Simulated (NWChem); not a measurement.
Molecule: C4H10B, doublet; SMILES CC[B]CC

```xyz
15

C     -0.0092     2.5771    -0.0109
C     -0.3557     1.0922     0.0159
B      0.7934     0.0462    -0.0066
C      0.7217    -1.5099     0.0035
C     -0.6584    -2.1706    -0.0084
H      0.6195     2.8534     0.8493
H      0.5581     2.8357    -0.9180
H     -0.9082     3.2132     0.0137
H     -0.9658     0.8440     0.9108
H     -1.0268     0.8259    -0.8285
H      1.3080    -1.8381     0.8850
H      1.3385    -1.8671    -0.8442
H     -1.2305    -1.8934    -0.9079
H     -1.2594    -1.8669     0.8632
H     -0.5898    -3.2701     0.0089
```
Atoms are numbered in this order, from 1.

Computed with NWChem. Spin-unrestricted. Medium grid unless said otherwise, to which SCAN and Minnesota functionals are sensitive. All runs use the structure optimised with PBE0/def2-SVP, spin-unrestricted. No frequency run checked for a minimum. No stability test was run on the SCF state.

Problem. Estimate the computed values for M05-2X/def2-TZVP. Quantities: highest occupied level (eV); lowest empty minus highest occupied level, either spin (eV); dipole (D); <S²>.

Solution. 
```yaml
highest occupied level (eV): -5.90
lowest empty minus highest occupied level, either spin (eV): 4.84
dipole (D): 1.11
"<S²>": 0.752
```
